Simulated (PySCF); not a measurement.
Precursor series Hf Cl-Br. Isolated molecules, 0 K electronic values unless said otherwise.

The LUMO from two functionals at the same geometries (BP86-D3(BJ)/def2-SVP), both in PySCF: PBE-D3(BJ)/def2-TZVP and TPSSh-D3(BJ)/def2-TZVP. 

| species | PBE-D3(BJ)/def2-TZVP (eV) | TPSSh-D3(BJ)/def2-TZVP (eV) |
|---|---|---|
| 0 of 4 Cl replaced by Br | -3.05 | -2.68 |
| 3 of 4 Cl replaced by Br | -3.17 | -2.82 |
| 4 of 4 Cl replaced by Br ([Hf(Br)4]) | -3.20 | -2.85 |

Over these rows, drawn at random from the members with no instability flagged (it was tested for open shells, ions and some series alone), PBE minus TPSSh-D3(BJ): mean -0.36 eV, from -0.37 eV to -0.34 eV.
